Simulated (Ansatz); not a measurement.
```yaml
crystal:
  periodic: [false, false, false]
  atoms:
    - {symbol: Hg, position_ang: [1.655187, -0.648764, 1.358785]}
    - {symbol: Hg, position_ang: [-0.593037, -1.733817, -0.842644]}
    - {symbol: Hg, position_ang: [-0.069209, 1.993705, 0.296124]}
    - {symbol: Se, position_ang: [0.723468, -2.945003, 0.930442]}
    - {symbol: Se, position_ang: [-1.574588, -0.019589, -2.411537]}
    - {symbol: Se, position_ang: [-2.307980, 1.541211, -0.774056]}
    - {symbol: Se, position_ang: [2.166168, 1.812256, 1.442897]}
basis:
  gaussian: {orbitals: def2-TZVP}
magnetization: {spin_polarized: true, initial_magnetization: 2}
hamiltonian: {xc: pbe0, dispersion: d4}
scf: {omitted_lower_state_checks: [starts]}
output: {orbitals: {seedname: orbitals}}
```

```sh
$ ansatz run in.yaml --threads 4 --pin off --events-out ev --progress --plain --max-ram 4787MiB
```

Does this run fit into the memory that it is given?

No. It has 321 basis functions, and Ansatz plans for 6 GiB where 5 GiB are given.
